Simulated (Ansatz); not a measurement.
Pulling on the Ge1–H2 bond in CH4Ge (SMILES [CH3][GeH]) (multiplicity 1 held, fragments rigid). Energies count from the point at 1.605 Å.
Geometry at that point (charge 0, multiplicity 1):
```xyz
6

Ge    -0.2642    -0.2022     0.3135
H     -1.2833    -0.5777    -0.8688
C      1.0068     0.7263    -0.9321
H      1.8767     1.1303    -0.4165
H      0.4830     1.5360    -1.4499
H      1.3361     0.0253    -1.7055
```

Signs of static correlation in cc-pVTZ, with CASSCF(2,2), from Ansatz (a quantum-chemistry and plane-wave program) runs.

```json
[
 {"R (Å)": "1.284", "T1 of restricted CCSD": "0.011", "⟨S²⟩ of UHF": "0.350", "largest double amplitude of restricted CCSD": "0.093", "weight of the CASSCF reference in MRCISD": "0.899", "CASSCF natural occupations": "1.99 0.01"},
 {"R (Å)": "1.445", "T1 of restricted CCSD": "0.011", "⟨S²⟩ of UHF": "0.303", "largest double amplitude of restricted CCSD": "0.089", "weight of the CASSCF reference in MRCISD": "0.899", "CASSCF natural occupations": "1.98 0.02"},
 {"R (Å)": "1.605", "T1 of restricted CCSD": "0.012", "⟨S²⟩ of UHF": "0.258", "largest double amplitude of restricted CCSD": "0.084", "weight of the CASSCF reference in MRCISD": "0.898", "CASSCF natural occupations": "1.97 0.03"},
 {"R (Å)": "1.766", "T1 of restricted CCSD": "0.012", "⟨S²⟩ of UHF": "0.216", "largest double amplitude of restricted CCSD": "0.078", "weight of the CASSCF reference in MRCISD": "0.898", "CASSCF natural occupations": "1.96 0.04"},
 {"R (Å)": "1.927", "T1 of restricted CCSD": "0.014", "⟨S²⟩ of UHF": "0.177", "largest double amplitude of restricted CCSD": "0.070", "weight of the CASSCF reference in MRCISD": "0.898", "CASSCF natural occupations": "1.95 0.05"},
 {"R (Å)": "2.167", "T1 of restricted CCSD": "0.017", "⟨S²⟩ of UHF": "0.123", "largest double amplitude of restricted CCSD": "0.105", "weight of the CASSCF reference in MRCISD": "0.898", "CASSCF natural occupations": "1.91 0.09"},
 {"R (Å)": "2.408", "T1 of restricted CCSD": "0.023", "⟨S²⟩ of UHF": "0.461", "largest double amplitude of restricted CCSD": "___", "weight of the CASSCF reference in MRCISD": "0.898", "CASSCF natural occupations": "1.86 0.14"},
 {"R (Å)": "2.810", "T1 of restricted CCSD": "0.040", "⟨S²⟩ of UHF": "___", "largest double amplitude of restricted CCSD": "0.283", "weight of the CASSCF reference in MRCISD": "0.899", "CASSCF natural occupations": "1.74 0.26"},
 {"R (Å)": "3.211", "T1 of restricted CCSD": "0.065", "⟨S²⟩ of UHF": "0.938", "largest double amplitude of restricted CCSD": "0.423", "weight of the CASSCF reference in MRCISD": "0.899", "CASSCF natural occupations": "1.56 0.44"},
 {"R (Å)": "3.693", "T1 of restricted CCSD": "0.099", "⟨S²⟩ of UHF": "0.991", "largest double amplitude of restricted CCSD": "0.629", "weight of the CASSCF reference in MRCISD": "0.899", "CASSCF natural occupations": "1.35 0.65"},
 {"R (Å)": "4.335", "T1 of restricted CCSD": "0.135", "⟨S²⟩ of UHF": "1.011", "largest double amplitude of restricted CCSD": "0.891", "weight of the CASSCF reference in MRCISD": "0.900", "CASSCF natural occupations": "1.17 0.83"},
 {"R (Å)": "5.138", "T1 of restricted CCSD": "0.154", "⟨S²⟩ of UHF": "1.015", "largest double amplitude of restricted CCSD": "1.079", "weight of the CASSCF reference in MRCISD": "0.900", "CASSCF natural occupations": "1.06 0.94"}
]
```

### Question
What belongs in the gaps?

### Answer

- 2.408, largest double amplitude of restricted CCSD: 0.170
- 2.810, ⟨S²⟩ of UHF: 0.810

Doubts at one or more of the structures used: a restricted determinant that unrestricted orbitals would lower (R-CCSD(T)/cc-pVTZ); T1 above 0.05 (R-CCSD(T)/cc-pVTZ, U-CCSD(T)/cc-pVTZ); other coupled-cluster roots lie near (R-CCSD(T)/cc-pVTZ); a spin-contaminated determinant (U-CCSD(T)/cc-pVTZ).
